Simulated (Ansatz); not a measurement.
ClH6NSi2 (`N[SiH]([SiH3])Cl`), relaxed with RKS PBE-D4/def2-SVP in Ansatz from a rough embedded geometry. The force threshold is 0.03 eV/Å; the program also tests the step.

Total charge 0; spin multiplicity 1.

Start:

```xyz
10

N    -0.737    0.367   -1.579
Si   -0.569    0.448    0.063
Si    1.264   -0.657    0.882
Cl   -0.595    2.343    0.645
H    -1.161   -0.482   -1.903
H    -1.441    1.106   -1.913
H    -1.837   -0.160    0.586
H     1.263   -0.694    2.381
H     2.577   -0.138    0.370
H     1.237   -2.133    0.469
```

Question: How much energy does the relaxation release, and in how many steps? (An estimate is asked.)

Answer: Ansatz gave: 0.72 eV, in 14 steps, 1 of them rejected.

Question: Which bonds change most? (Best estimate.)

Answer: Ansatz gave: Si2–Cl4 from 1.982 to 2.117 Å; N1–Si2 from 1.652 to 1.733 Å; Si2–Si3 from 2.292 to 2.347 Å; N1–H6 from 1.075 to 1.024 Å.

Question: Give the relaxed structure. (Estimate.)

Answer: Computed: 
```xyz
10

N    -0.937    0.188   -1.537
Si   -0.728    0.410    0.170
Si    1.171   -0.782    0.864
Cl   -0.362    2.401    0.789
H    -0.136    0.333   -2.158
H    -1.796    0.525   -1.981
H    -2.017    0.006    0.822
H     1.422   -0.544    2.328
H     2.355   -0.277    0.082
H     1.029   -2.261    0.620
```
